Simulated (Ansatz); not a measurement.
CH3ClF2Si (`F[SiH2]C(F)Cl`), relaxed with RKS PBE0-D4/def2-TZVP in the Gaussian-basis code of Ansatz from a PBE-D4/def2-SVP geometry. The force threshold is 0.005 eV/Å; the program also tests the step.

The species carries charge 0 and has multiplicity 1.

Start:

```xyz
8

F    -0.463   -2.051    0.344
Si    0.539   -0.796    0.027
C    -0.508    0.795   -0.185
F     0.365    1.819   -0.492
Cl   -1.371    1.145    1.359
H     1.256   -1.075   -1.259
H     1.473   -0.584    1.176
H    -1.291    0.747   -0.971
```

(1) How much energy does the relaxation release, and in how many steps? (Estimate.)

(2) Which bonds change most? (Best estimate.)

(3) Give the relaxed structure. (An estimate is asked.)

Results:

(1) Computed: 5.68 kJ/mol, in 7 steps, 1 of them rejected.

(2) Computed: F1–Si2 from 1.637 to 1.594 Å; C3–Cl5 from 1.803 to 1.775 Å; C3–H8 from 1.111 to 1.092 Å; Si2–H6 from 1.499 to 1.481 Å.

(3) The calculation gave: 
```xyz
8

F    -0.460   -1.999    0.320
Si    0.539   -0.792    0.029
C    -0.503    0.784   -0.180
F     0.331    1.824   -0.504
Cl   -1.341    1.143    1.343
H     1.256   -1.071   -1.236
H     1.455   -0.610    1.174
H    -1.278    0.720   -0.947
```
